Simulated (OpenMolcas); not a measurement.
**Cr2+: ligand-field states by method**

Cr2+ with its 6 nearest chloride ions at 2.581 Å, on the Y site of Cs2NaYCl6 (a = 10.7396 Å, distance in the model lattice 2.619 Å). The rest of the host is ab initio model potentials to 7.6 Å, with orthogonalisation functions on the cations behind the ligands, and point charges beyond; the distance is set by hand and nothing relaxes, and no local charge compensation is placed. Ligand basis ANO-RCC-VDZP.
```
Cr    0.0000    0.0000    0.0000
Cl    2.5810    0.0000    0.0000
Cl    0.0000    2.5810    0.0000
Cl   -2.5810    0.0000    0.0000
Cl    0.0000   -2.5810    0.0000
Cl    0.0000    0.0000    2.5810
Cl    0.0000    0.0000   -2.5810
```

| Property | Result |
| --- | --- |
| Program | OpenMolcas |
| Basis | ANO-RCC-VTZP [6s5p3d2f1g] |
| Scalar Hamiltonian | DKH2, point nucleus |
| Active space | 4 electrons in 5 orbitals (3d) |
| State averaging | 2S+1 = 5 even, 5 roots; 2S+1 = 3 even, 45 roots; 2S+1 = 1 even, 50 roots |
| Spin-orbit coupling | RASSI with atomic mean-field integrals over the reference wave functions |

I. CASSCF
II. SS-CASPT2, IPEA 0.25 Eh, imaginary shift 0.1 Eh (closed shells correlated: 3s 3p and the ligand valence shells)

Spin-free states (labels of O, the rotations of Oh) in cm-1, each column counted from its own energy of the first state listed:

```csv
State,Degeneracy,I,II
5E,2,0,0
5T2,3,5290,6350
3T1,3,15980,12400
3E,2,19506,15670
3T1,3,20566,15560
3T2,3,21010,16420
3A2,1,22602,17330
3A1,1,23768,18230
3T1,3,24941,22100
1T2,3,25558,19320
3T2,3,25913,22600
1E,2,26034,20020
3E,2,26148,20830
3T1,3,27344,23480
1A2,1,29074,23140
1A1,1,29128,21520
1T2,3,29427,22860
1T1,3,30489,23700
3T2,3,30619,26730
3T1,3,30620,29080
```

From I to II, I's first state of the same spin (5T2) moves from 5290 to 6350 cm-1, by about +1100 cm-1.

From I to II, I's first state of another spin (3T1) moves from 15980 to 12400 cm-1, by about -3600 cm-1.

I: A least-squares ligand-field fit to the states below 45000 cm-1, each weighted by its degeneracy and with a free common offset, gives 10Dq = 5466 cm-1, B = 986 cm-1 and C = 3716 cm-1 (C/B = 3.77), with an rms deviation of 81 cm-1. The same method and metal basis give the free ion B = 1039 cm-1 (fit to its terms below 60000 cm-1, rms deviation 51 cm-1), so the nephelauxetic ratio is β = 986 / 1039 = 0.95; it hangs on how both fits weigh the states, and computed free-ion B values tend to be too large, so β mixes covalency with correlation.

χT at 300 K: I 2.93, II 2.94 cm3 K/mol.

Roots that are degenerate in the reference are averaged as groups; the widest CASPT2 spread within a group is 220 cm-1 (the 2-fold group of multiplicity 1 near 29200 cm-1 above the lowest state of its run, II). Shifts and gaps below about the spread of the groups concerned are not significant. Over all roots computed the reference weight is 0.66 to 0.68 in II; a low but even weight reflects the number of correlated electrons. An orbital doublet at a regular site is open to a Jahn-Teller distortion, which this geometry leaves out. Ligand-to-metal charge-transfer states are missing. With no ligand orbital active B as a rule stays too high, so bands that hang on it stand too high and its fall with covalency is understated. Without dynamic correlation the repulsion within the d shell is too large (B by tens of per cent), so at a given field states of lower spin stand too high (holds for I). With metal d orbitals alone and no dynamic correlation the field as a rule comes out too small, by tens of per cent, by up to half for chloride and softer ligands (holds for I). These CASPT2 states fit no ligand-field parameters well, so their order and spin gaps are uncertain (holds for II). With one d shell and no ligand orbital active, 10Dq can be off by tens of per cent for divalent 3d ions, low with halides held by bare charges and at times high in hosts (holds for II). Free-ion shares, where given, are those of the reference states; single-state CASPT2 does not remix them (holds for II). No measured value stands beside these numbers; the geometry was set by hand and not optimised.
